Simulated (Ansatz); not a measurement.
Calculated with Ansatz (gas phase, PBE0-D4/def2-TZVP geometries, no zero-point term in ΔE). CBS: MP2 limit from def2 TZ/QZ plus the TZ coupled-cluster correction, frozen cores. This one scheme is used for every species. DFT in def2-TZVPP. B3LYP here is the variant with VWN-RPA as its local correlation; programs differ in this. HSE06 is defined as in plane-wave codes. def2 core potentials past Kr. For Te outer-core shells are correlated without core-valence functions, which leaves a few kJ/mol of doubt a bond.

Reaction (formal exchange of groups at a Te–B bond): `[TeH]B1CS1` + `Cl[SiH](Cl)Cl` → `Cl[Si](Cl)(Cl)[TeH]` + `B1CS1`

| level | ΔE (kJ/mol) | difference from CCSD(T)/CBS |
| --- | --- | --- |
| LDA (SPW92) | 9.0 | 1.9 |
| PBE-D4 | 5.2 | -1.9 |
| revPBE-D4 | 4.2 | -2.9 |
| BLYP-D4 | 3.2 | -3.9 |
| r2SCAN-D4 | 8.3 | 1.2 |
| B97M-V | 9.5 | 2.4 |
| PBE0-D4 | 5.2 | -1.9 |
| B3LYP-D4 | 3.6 | -3.5 |
| r2SCANh-D4 | 7.8 | 0.7 |
| r2SCAN0-D4 | 7.3 | 0.2 |
| BHLYP-D4 | 2.2 | -4.9 |
| ωB97X-V | 5.5 | -1.6 |
| ωB97M-V | 2.9 | -4.2 |
| B2PLYP | 11.2 | 4.1 |
| PBE-QIDH | 10.2 | 3.1 |
| revPBE | 10.4 | 3.3 |
| BLYP | 11.1 | 4.0 |
| r2SCAN | 9.0 | 1.9 |
| PBE0 | 8.9 | 1.8 |
| B3LYP | 10.5 | 3.4 |
| r2SCANh | 8.7 | 1.6 |
| r2SCAN0 | 8.4 | 1.3 |
| HSE06 | 8.9 | 1.8 |
| BHLYP | 10.2 | 3.1 |
| LC-ωPBE | 8.9 | 1.8 |
| RPA@PBE/def2-TZVPP | 18.3 | 11.2 |
| HF/def2-SVP | 13.7 | 6.6 |
| MP2/def2-SVP | 19.9 | 12.8 |
| CCSD/def2-SVP | 19.2 | 12.1 |
| CCSD(T)/def2-SVP | 20.1 | 13.0 |
| HF/def2-TZVPP | 11.6 | 4.5 |
| MP2/def2-TZVPP | 13.2 | 6.1 |
| CCSD/def2-TZVPP | 14.8 | 7.7 |
| CCSD(T)/def2-TZVPP | 15.2 | 8.1 |
| HF/def2-QZVPP | 11.3 | 4.2 |
| MP2/def2-QZVPP | 8.5 | 1.4 |
| SCS-MP2/def2-QZVPP | 10.2 | 3.1 |
| HF/CBS(def2) | 11.3 | 4.2 |
| MP2/CBS(def2) | 5.2 | -1.9 |
| CCSD/CBS(def2) | 6.7 | -0.4 |
| CCSD(T)/CBS | 7.1 | 0 |

Largest T1 diagnostic among the species: 0.016.

Leaving LDA and LC-ωPBE aside and taking each functional with its dispersion term where it has one, the values spread over 9.0 kJ/mol, from BHLYP-D4 to B2PLYP. The D4 term adds −6.9 kJ/mol with B3LYP and −3.7 kJ/mol with PBE0; it sums over pairs of atoms, weighted by their polarisabilities, and B3LYP, whose exchange is more repulsive, gets the larger term.
